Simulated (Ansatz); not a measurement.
Abridged output of a molecular run in Ansatz:

```
Functional definition: HF
2195 factors; integrals over basis functions are off by at most 1.0e-3 eV
mean field evaluation 1: about -30836.6440 eV, gradient 5.9e1 eV
mean field evaluation 2: about -30836.9769 eV, gradient 5.9e1 eV
mean field evaluation 4: about -30843.6728 eV, gradient 5.1e0 eV
mean field evaluation 8: about -30843.7767 eV, gradient 4.2e-1 eV
mean field evaluation 16: about -30843.7776 eV, gradient 1.5e-6 eV
mean field -30843.77756325 eV, -1133.4879187862 hartree, gradient 1.5e-6 eV, S^2 0.000000; 0 other end points of the search recorded, 0 dependent functions left out
14 core orbitals not correlated: weight in the atoms' cores, before any rotation towards them, 1.000 or more for the frozen orbitals, at most 0.000 for the correlated occupied ones
reference -30843.77756325 eV, -1133.4879187862 hartree; 26, 26 occupied and 322, 322 virtual orbitals, 2195 factors
second order -42.15945754 eV of doubles, -0.00000000 eV of singles
cycle   1  -42.07365682 eV  change    8.6e-2 eV  update   1.8e-1
cycle   2  -43.07420513 eV  change    -1.0e0 eV  update   7.6e-2
cycle   3  -43.42001659 eV  change   -3.5e-1 eV  update   3.5e-2
cycle   4  -43.40702762 eV  change    1.3e-2 eV  update   1.1e-2
cycle   5  -43.39444691 eV  change    1.3e-2 eV  update   4.4e-3
cycle   6  -43.39606625 eV  change   -1.6e-3 eV  update   1.5e-3
cycle   7  -43.39603987 eV  change    2.6e-5 eV  update   6.2e-4
cycle   8  -43.39566343 eV  change    3.8e-4 eV  update   2.3e-4
cycle   9  -43.39575251 eV  change   -8.9e-5 eV  update   1.0e-4
cycle  10  -43.39584727 eV  change   -9.5e-5 eV  update   4.4e-5
cycle  11  -43.39576714 eV  change    8.0e-5 eV  update   1.9e-5
cycle  12  -43.39577638 eV  change   -9.2e-6 eV  update   9.6e-6
perturbative correction -1.93185544 eV, -0.0709943778 hartree
Total energy: -30889.10519507 eV, -1135.1536785312 hartree
```

Its atoms:

```xyz
14

C     0.395   -0.798    2.222
O     0.005    0.047    1.188
Zr   -0.406    1.217   -0.246
O     0.112    3.012    0.121
Cl   -2.736    1.038   -0.693
S     0.865    0.481   -2.180
C     0.091   -1.172   -2.120
H    -0.450   -1.414    2.544
H     1.203   -1.458    1.889
H     0.750   -0.217    3.078
H     0.378    3.821    0.549
H     0.863   -1.925   -1.964
H    -0.652   -1.279   -1.322
H    -0.420   -1.354   -3.065
```

Problem. Which basis set was used?
A. cc-pV(Q+d)Z
B. def2-TZVPP
C. def2-QZVPP
D. cc-pV(D+d)Z

Solution. B. It gives 362 functions.

Problem. Write the keys of the input that set method, charge and spin (a neutral closed shell needs none for the last two).

Solution. 
```yaml
correlation: {method: ccsd_t}
```
